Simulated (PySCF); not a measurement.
PbH4: from structure and modes to constants

Method: BP86 in PySCF with Pb def2-TZVP with ECP60, H def2-TZVP; scalar-relativistic core potentials, no spin–orbit coupling; density-fitted integrals.

The singlet minimum has Td symmetry. Masses (u): Pb 207.97664, H 1.00782.

```xyz
5
charge 0 multiplicity 1, angstrom
Pb    0.0000    0.0000    0.0000
H    -1.0209   -1.0209    1.0209
H     1.0209   -1.0209   -1.0209
H    -1.0209    1.0209   -1.0209
H     1.0209    1.0209    1.0209
```

Harmonic wavenumbers (cm⁻¹): 586.1 (t2, ×3), 661.0 (e, ×2), 1763.8 (a1, ×1), 1802.0 (t2, ×3).

**Question.** Find the principal moments of inertia and the rotational constants. What kind of rotor is it?

**Answer.** About the centre of mass I = 8.4038, 8.4038, 8.4038 u Å². With B = 16.8576/I this gives 2.006, 2.006, 2.006 cm⁻¹. The molecule is a spherical top.

**Question.** What is the harmonic zero-point energy?

**Answer.** Half the sum of all 9 wavenumbers, 10250/2 = 5125 cm⁻¹, which is 61.3 kJ/mol (1 cm⁻¹ = 0.0119627 kJ/mol).

**Question.** Find the vibrational entropy and heat capacity at 298.15 K.

**Answer.** With u = 1.43878 ω/T, each mode gives S = R[u/(eᵘ−1) − ln(1−e⁻ᵘ)] and C = R u² eᵘ/(eᵘ−1)².
| ω (cm⁻¹) | u | S (J/(mol K)) | C (J/(mol K)) |
| --- | --- | --- | --- |
| 586.1 (×3) | 2.828 | 1.98 | 4.44 |
| 661.0 (×2) | 3.190 | 1.49 | 3.79 |
| 1763.8 | 8.511 | 0.02 | 0.12 |
| 1802.0 (×3) | 8.696 | 0.01 | 0.11 |
The sums over all modes are S = 9.0 and C = 21.3 J/(mol K); the softest mode gives 22 % of the entropy (each member, where degenerate).

**Question.** Give the standard entropy (298.15 K, 1 bar) by its translational, rotational, vibrational and spin parts, and Cp.

**Answer.** Sackur–Tetrode with M = 212.01 u gives 175.7; rotation with symmetry number 12 gives 54.4; vibration 9.0; spin R ln 1 = 0.0. The total is 239.1 J/(mol K), and Cp = 4 R + 21.3 = 54.6 J/(mol K).

No spin–orbit coupling is included, which matters more the heavier the element.
